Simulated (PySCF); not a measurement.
**Optical rotation: `C(C#C)=C=C(C#C)[Se]C`, C₈H₆Se**

Molfile (atoms numbered from 1):
```
C8H6Se
     RDKit          3D

 15 14  0  0  0  0  0  0  0  0999 V2000
    2.8547   -1.2649    0.5972 C   0  0  0  0  0  0  0  0  0  0  0  0
    2.1242   -0.7261   -0.2079 C   0  0  0  0  0  0  0  0  0  0  0  0
    1.2796   -0.1119   -1.1770 C   0  0  0  0  0  0  0  0  0  0  0  0
    0.2046    0.5911   -0.8789 C   0  0  0  0  0  0  0  0  0  0  0  0
   -0.8868    1.2561   -0.5732 C   0  0  0  0  0  0  0  0  0  0  0  0
   -0.9139    2.6620   -0.3578 C   0  0  0  0  0  0  0  0  0  0  0  0
   -0.9874    3.8575   -0.1678 C   0  0  0  0  0  0  0  0  0  0  0  0
   -2.5984    0.3943   -0.3742 Se  0  0  0  0  0  2  0  0  0  0  0  0
   -2.0028   -1.4298   -0.6212 C   0  0  0  0  0  0  0  0  0  0  0  0
    3.4993   -1.7363    1.3162 H   0  0  0  0  0  0  0  0  0  0  0  0
    1.5574   -0.2412   -2.2341 H   0  0  0  0  0  0  0  0  0  0  0  0
   -1.0378    4.9177   -0.0002 H   0  0  0  0  0  0  0  0  0  0  0  0
   -1.2361   -1.6839    0.1229 H   0  0  0  0  0  0  0  0  0  0  0  0
   -2.8879   -2.0635   -0.4730 H   0  0  0  0  0  0  0  0  0  0  0  0
   -1.6097   -1.5762   -1.6357 H   0  0  0  0  0  0  0  0  0  0  0  0
  1  2  3  0
  2  3  1  0
  3  4  2  0
  4  5  2  0
  5  6  1  0
  6  7  3  0
  5  8  1  0
  8  9  1  0
  1 10  1  0
  3 11  1  0
  7 12  1  0
  9 13  1  0
  9 14  1  0
  9 15  1  0
M  END
```

The calculation used TDDFT CAM-B3LYP/aug-cc-pVDZ circular dichroism and optical rotation, one conformer, gas phase in PySCF 2.14.0. Geometry: PBE0-D3(BJ)/def2-SVP.

The calculation is non-relativistic, which matters for the atoms heavier than Zn. No stereocentre is labelled: unless the shape is locked (an allene, a helicene, a hindered biaryl), the mirror image is equally populated and a measured rotation or CD is zero.

Problem. What is the specific rotation at 633, 589.3, 546, 436, 405, 365 nm?

Solution. [α] in deg dm⁻¹ (g/mL)⁻¹:
| λ (nm) | origin-invariant length gauge | modified velocity gauge | length gauge (centre of mass) | isotropic polarisability (au) |
| --- | --- | --- | --- | --- |
| 633 | -433.2 | -430.3 | -430.1 | 143.3 |
| 589.3 | -518.8 | -515.1 | -515.0 | 144.6 |
| 546 | -633.3 | -628.7 | -628.7 | 146.3 |
| 436 | -1212.5 | -1202.6 | -1203.5 | 153.8 |
| 405 | -1543.6 | -1529.9 | -1531.9 | 157.7 |
| 365 | -2241.8 | -2217.5 | -2224.3 | 165.3 |

The shortest wavelength is close to the first absorption, where this undamped response comes out too large.

Problem. And for the mirror image at 589.3 nm?

Solution. +518.8 deg dm⁻¹ (g/mL)⁻¹ (origin-invariant length gauge): the same size and the opposite sign.

Problem. What is the molar rotation [Φ] = [α]·M/100 of the geometry above at 589.3 nm?

Solution. With M = 181.11 g/mol, -939.5 deg cm² dmol⁻¹ (origin-invariant length gauge).

The first excitation lies at 3.70 eV (335 nm) with R = +0.2 × 10⁻⁴⁰ esu² cm² (velocity form).
